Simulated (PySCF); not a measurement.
Isomers of C4H12OP2Si, mass 166.013 u with the commonest isotopes. Method used: PBE0/pcSseg-1 in PySCF (dipole) on a GFN2-xTB geometry, gas phase. One conformer each, none proved a minimum here; rigid rotors.

Question: Order these by radius of gyration √(Σ m r²/M), smallest first.
A. `[OH:1][CH2:2][CH2:3][CH2:4]/[P:5]=[P:6]/[CH2:7][SiH3:8]` with H–O1–C2–C3 58°, O1–C2–C3–C4 179°, C2–C3–C4–P5 -66°, C3–C4–P5–P6 113°, P5–P6–C7–Si8 92°
B. `[CH3:1][C:2](=[O:3])[CH2:4][P:5]([PH2:6])[CH2:7][SiH3:8]` with C1–C2–C4–P5 -111°, C2–C4–P5–P6 -53°, C4–P5–P6–H 98° and -171°, C4–P5–C7–Si8 70°
C. `[CH3:1][P:2]([CH3:3])[P@@:4]1(=[O:5])[CH2:6][C@H:7]1[SiH3:8]` with C1–P2–P4–O5 -37°

Answer: C (2.162 Å), B (2.258 Å), A (2.604 Å).

Question: Order these by rotational constant C, smallest first.
A. `[OH:1][CH2:2][CH2:3][CH2:4]/[P:5]=[P:6]/[CH2:7][SiH3:8]` with H–O1–C2–C3 58°, O1–C2–C3–C4 179°, C2–C3–C4–P5 -66°, C3–C4–P5–P6 113°, P5–P6–C7–Si8 92°
B. `[CH3:1][P:2]([CH3:3])[P@@:4]1(=[O:5])[CH2:6][C@H:7]1[SiH3:8]` with C1–P2–P4–O5 -37°
C. `[CH3:1][C:2](=[O:3])[CH2:4][P:5]([PH2:6])[CH2:7][SiH3:8]` with C1–C2–C4–P5 -111°, C2–C4–P5–P6 -53°, C4–P5–P6–H 98° and -171°, C4–P5–C7–Si8 70°

Answer: A (472.5 MHz), C (676.3 MHz), B (728.7 MHz).

Question: Order these by out-of-plane moment Σ m c² = (Ia + Ib − Ic)/2, smallest first.
A. `[CH3:1][P:2]([CH3:3])[P@@:4]1(=[O:5])[CH2:6][C@H:7]1[SiH3:8]` with C1–P2–P4–O5 -37°
B. `[CH3:1][C:2](=[O:3])[CH2:4][P:5]([PH2:6])[CH2:7][SiH3:8]` with C1–C2–C4–P5 -111°, C2–C4–P5–P6 -53°, C4–P5–P6–H 98° and -171°, C4–P5–C7–Si8 70°
C. `[OH:1][CH2:2][CH2:3][CH2:4]/[P:5]=[P:6]/[CH2:7][SiH3:8]` with H–O1–C2–C3 58°, O1–C2–C3–C4 179°, C2–C3–C4–P5 -66°, C3–C4–P5–P6 113°, P5–P6–C7–Si8 92°

Answer: C (55.81 u·Å²), A (82.38 u·Å²), B (99.41 u·Å²).

| SMILES | point group | Ia (u·Å²) | Ib (u·Å²) | Ic (u·Å²) | κ | μa (D) | μb (D) | μc (D) |
| --- | --- | --- | --- | --- | --- | --- | --- | --- |
| CC(=O)CP(P)C[SiH3] | C1 | 265.43 | 680.65 | 747.27 | -0.89 | 0.44 | 2.92 | 0.72 |
| CP(C)[P@@]1(=O)C[C@H]1[SiH3] | C1 | 296.58 | 561.68 | 693.50 | -0.65 | 0.32 | 2.02 | 1.21 |
| OCCC/P=P/C[SiH3] | C1 | 306.18 | 874.95 | 1069.51 | -0.82 | 0.33 | 1.45 | 0.76 |
